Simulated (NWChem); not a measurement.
**Correlation energy of H5Si2**

```
Si
H 1 1.5051
H 1 1.5051 2 108.93
H 1 1.5095 2 108.38 3 -117.72
Si 1 2.3406 2 109.14 4 -123.20
H 5 1.5075 1 114.38 2 -175.44
H 5 1.5075 6 109.94 1 130.28
```
Charge 0, spin multiplicity 2.

The numbers come from NWChem runs, not from measurements. Structure: optimised with UPBE/def2-SVP, a minimum by its harmonic frequencies.

Basis set: def2-SVP. Each correlation energy counts from its own Hartree-Fock reference.

The correlated methods keep 10 core orbitals frozen. The structure started from a generated list of species. The unpaired electrons of the parent sit in orbitals of symmetry a' (Cs labels of the run); other states weren't searched. The stability of the SCF solutions was not checked. Open-shell Hartree-Fock references start from PBE0 orbitals. No row is a measurement; the coupled-cluster row has its own basis-set and correlation limits.

```tsv
method	correlation energy (mHa)
UMP2	?
SCS-UMP2	?
CCSD on UHF	?
CCSD[T] on UHF	-243.2
CCSD(T) on UHF	-243.0
CCSD on ROHF	?
CCSD[T] on ROHF	-245.3
CCSD(T) on ROHF	-245.2
```

Complete the blanks.


- UMP2, correlation energy (mHa): -190.8
- SCS-UMP2, correlation energy (mHa): -205.2
- CCSD on UHF, correlation energy (mHa): -237.3
- CCSD on ROHF, correlation energy (mHa): -239.3
